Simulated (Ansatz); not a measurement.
Geometry optimisation, Ansatz 0.2.0, RHF/def2-SVP.

input.yaml

```yaml
crystal:
  periodic: [false, false, false]
  atoms:
    - { symbol: W, position_ang: [0.0, 0.0, 0.0] }
    - { symbol: F, position_ang: [0.0, 0.0, 1.85] }
    - { symbol: Cl, position_ang: [2.39, 0.0, 0.0] }
    - { symbol: O, position_ang: [0.0, 1.94, 0.0] }
    - { symbol: H, position_ang: [-0.6343, 2.2771, -0.71] }
    - { symbol: Cl, position_ang: [-2.39, 0.0, 0.0] }
    - { symbol: Cl, position_ang: [0.0, -2.39, 0.0] }
    - { symbol: Cl, position_ang: [0.0, 0.0, -2.39] }
basis:
  gaussian: { orbitals: def2-SVP }
hamiltonian:
  xc: hf
relax:
  f_tol: 0.02
  max_steps: 40
output:
  orbitals: {}
```

Launched with:

```bash
$ ansatz run input.yaml --threads 2 --pin off --max-ram 3072MiB --backend cpu --events-out ev --progress --plain --runs-dir out
```

Problem. Where does it end, and by what steps?

Solution. The run converged. The force dipped under the threshold on the way, but the program's further checks kept it going. After 18 steps the energy has fallen by 0.779 eV; H5 moved furthest, 0.53 Å.

```tsv
step	energy less start (eV)	largest force component (eV/Å)	accepted
0	0.0000	2.399	yes
1	-0.2030	2.354	yes
2	-0.6211	1.040	yes
3	-0.7423	0.243	yes
4	-0.7627	0.763	yes
5	-0.7716	0.326	yes
6	-0.7754	0.089	yes
7	-0.7761	0.107	yes
8	-0.7765	0.038	yes
9	-0.7766	0.211	yes
10	-0.7774	0.010	yes
11	-0.7777	0.038	yes
12	-0.7753	0.482	no
13	-0.7782	0.053	yes
14	-0.7766	0.366	no
15	-0.7787	0.026	yes
16	-0.7788	0.020	yes
17	-0.7787	0.103	no
18	-0.7789	0.007	yes
```

```xyz
8
Properties=species:S:1:pos:R:3
W 0.021 -0.019 -0.110
F 0.057 0.070 1.737
Cl 2.322 0.005 -0.025
O -0.126 1.776 -0.234
H -0.589 2.602 -0.294
Cl -2.318 -0.054 -0.022
Cl -0.066 -2.314 0.097
Cl 0.065 -0.238 -2.401
```

Whether the end is a true minimum wasn't checked by a vibrational analysis.

Run time: 76 s on 2 threads of Arm Neoverse V2, on a shared host, peak memory 0.47 GiB.
